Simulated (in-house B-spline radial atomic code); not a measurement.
**Ionising Ca with different functionals**

Computed with an all-electron radial atomic-structure program (B-spline basis): scalar-relativistic (spin-free X2C) Hamiltonian, Fermi nucleus of rms radius 3.4776 fm, spin-polarised at highest spin, spherical fractional occupations for the functionals, the average over the highest-spin determinants for Hartree-Fock. The ionisation energy is the difference of two self-consistent energies, [Ar] 4s2 → [Ar] 4s1, without Breit or QED terms; ε is the level of the shell that loses the electron (its least bound occupied spin orbital).

| method | rung | ΔSCF (eV) | -ε(4s) (eV) |
| --- | --- | --- | --- |
| Hartree-Fock | Hartree-Fock | 5.14 | 5.34 |
| HF fractional | Hartree-Fock | 5.14 | 5.34 |
| LDA VWN5 | LDA | 6.23 | 3.86 |
| LDA PW92 | LDA | 6.24 | 3.86 |
| LDA exchange-only | LDA | 5.15 | 3.04 |
| PBE | GGA | 6.09 | 3.77 |
| PBEsol | GGA | 6.04 | 3.76 |
| BLYP | GGA | 6.08 | 3.61 |
| RPBE | GGA | 6.08 | 3.73 |
| PW91 | GGA | 6.12 | 3.80 |
| BP86 | GGA | 6.21 | 3.88 |
| AM05 | GGA | 5.98 | 3.72 |
| OLYP | GGA | 5.94 | 3.51 |
| TPSS | meta-GGA | 6.00 | 3.78 |
| SCAN | meta-GGA | 5.85 | 3.84 |
| r2SCAN | meta-GGA | 5.83 | 3.83 |
| revTPSS | meta-GGA | 6.02 | 3.83 |
| PBE0 | global hybrid | 6.01 | 4.33 |
| B3LYP | global hybrid | 6.16 | 4.21 |
| TPSSh | global hybrid | 5.99 | 4.01 |
| BHandHLYP | global hybrid | 5.98 | 4.75 |
| r2SCAN0 | global hybrid | 5.86 | 4.36 |
| B97-1 | global hybrid | 6.21 | 4.16 |
| HSE06 | range-separated hybrid | 6.02 | 3.98 |
| wB97X | range-separated hybrid | 6.21 | 5.93 |
| CAM-B3LYP | range-separated hybrid | 6.10 | 5.17 |
| LC-wPBE | range-separated hybrid | 5.86 | 5.98 |

(1) Among the functionals, which spreads more, the ΔSCF values or the orbital energies?

(2) How do they compare with the NIST value?

Results:

(1) The orbital energies: ΔSCF values span about 1.09 eV and the orbital energies 2.93 eV.

(2) NIST lists 6.113 eV (measured, ground level to ground level). Errors run from -0.98 to +0.13 eV; PW91 is closest (+0.01 eV), but part of that can be cancellation, since the calculations leave out Breit-QED terms. Hartree-Fock also lacks correlation.
